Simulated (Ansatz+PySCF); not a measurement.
Results of a calculation; reference values are marked as such.
## PySCF 2.14.0 run

```python
from pyscf import gto, scf, cc

mol = gto.M(atom="""
Be 0.000000 0.000000 -1.249240
O 0.000000 0.000000 0.624620
""", basis='sto-3g', charge=0, spin=0)
mf = scf.UHF(mol)
mf.kernel()
mycc = cc.CCSD(mf, frozen=1).run()
et = mycc.ccsd_t()
print(mf.e_tot, mycc.e_corr, et, mycc.e_tot + et)
```

The script is written out from the run's settings.

The run gave:

```
Converged               : yes
Reference energy        : -88.04898 hartree
CCSD correlation energy : -0.15520 hartree
Triples correction      : -0.01704 hartree
Total energy            : -88.22123 hartree
```

This is not the lowest solution: another run reaches a determinant 3.44 eV lower. Caution: large share of triples, a single reference is doubtful; another spin multiplicity may lie lower.
